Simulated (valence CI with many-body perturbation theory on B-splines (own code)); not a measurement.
**Hyperfine factors and g values of Tb26+**

Computed by valence CI with perturbative core correlation (CI+MBPT): three valence electrons over a frozen Dirac-Fock core [Kr], a basis of 9 s, 9 p, 10 d, 8 f, 5 g, 3 h, 1 i functions for each j, with the one-electron correlation potential Σ1 (screened to all orders), the two-electron term Σ2, the three-electron term Σ3, Breit, model QED; selected single and double excitations, second order for the rest (own B-spline code, finite nucleus).

The last digits are not significant, and no measured levels were compared; by estimate large intervals hold to a few tenths of a per cent, small ones and those within an open d or f shell to about a per cent. Only levels of the ground parity were solved; by the run's estimate the other parity begins above the list, which can be wrong where configurations are misplaced.

A/g_I is the dipole constant over the nuclear g factor μ/I (μ in nuclear magnetons, uniformly magnetised nucleus), B/Q the quadrupole constant per barn. Both hold the static response of the core; the bare values leave it out. Large factors of s and p1/2 electrons are usually good to 5 to 10 %; those of open d and f shells near neutrality can be off by tens of per cent, and small factors of p3/2, d and f electrons come from cancelling terms and can be off by a factor of two or in sign, in half-filled shells by more. B is blank for J = 1/2, where it vanishes, and for nearly pure S terms. Energies count from the lowest level.

Levels are named by their leading jj configuration (3d3/2^4 stands for four electrons in 3d with j = 3/2), which in mixed levels can hold well under half, so a name can repeat and another be missing. Letters in brackets count levels of one name in rising energy.

| Level | E (cm⁻¹) | g | A/g_I (MHz) | A/g_I bare | B/Q (MHz/b) | B/Q bare |
| --- | --- | --- | --- | --- | --- | --- |
| (4d3/2^3) J=3/2 | 0.0 | 0.613 | 15000 | 14200 | -7390 | -7090 |
| (4d3/2^2 4d5/2) J=5/2 [a] | 50521 | 1.046 | 8230 | 8120 | -4220 | -4060 |
| (4d3/2^2 4d5/2) J=3/2 | 68847 | 1.269 | 6270 | 6510 | -3200 | -3070 |
| (4d3/2^2 4d5/2) J=7/2 | 72220 | 1.098 | 8330 | 8290 | 961 | 899 |
| (4d3/2^2 4d5/2) J=9/2 | 77501 | 1.086 | 8930 | 8860 | 8140 | 7750 |
| (4d3/2^2 4d5/2) J=1/2 | 79804 | 1.948 | -7670 | -6250 |  |  |
| (4d3/2^2 4d5/2) J=5/2 [b] | 120910 | 1.438 | 3340 | 3860 | 10700 | 10300 |
| (4d3/2 4d5/2^2) J=7/2 [a] | 126540 | 1.052 | 7410 | 7310 | 1390 | 1330 |
| (4d3/2 4d5/2^2) J=9/2 | 134300 | 1.134 | 6970 | 7000 | 4080 | 3880 |
| (4d3/2 4d5/2^2) J=3/2 [a] | 146630 | 1.152 | 7560 | 7610 | -9030 | -8640 |
| (4d3/2 4d5/2^2) J=1/2 | 153100 | 1.383 | -2290 | -1780 |  |  |
| (4d3/2 4d5/2^2) J=11/2 | 159060 | 1.088 | 7870 | 7830 | 19300 | 18500 |
| (4d3/2 4d5/2^2) J=5/2 [a] | 165170 | 1.151 | 4380 | 4470 | 12400 | 11900 |
| (4d3/2 4d5/2^2) J=5/2 [b] | 174340 | 1.083 | 7950 | 7890 | -2560 | -2460 |
| (4d3/2 4d5/2^2) J=7/2 [b] | 181610 | 1.112 | 7940 | 7930 | 4260 | 4100 |
| (4d5/2^3) J=9/2 | 207090 | 1.126 | 5930 | 5960 | 3340 | 3200 |
| (4d3/2 4d5/2^2) J=3/2 [b] | 212010 | 1.117 | 9080 | 9060 | 5680 | 5440 |
| (4d5/2^3) J=3/2 | 251680 | 0.901 | 10100 | 9730 | 7250 | 6930 |
| (4d5/2^3) J=5/2 | 270240 | 1.156 | 5840 | 5920 | 3460 | 3310 |

**Question.** Take the isotope of mass number 159, with I = 3/2, μ = 2.009 μN and Q = 1.432 b. What is the hyperfine structure of (4d3/2^2 4d5/2) J=5/2 [b]?

**Answer.** From the table A = 4470 MHz, B = 15400 MHz. Shifts from the centre of gravity in MHz: F = 1: -12700, F = 2: -16100, F = 3: -9590, F = 4: 20600.
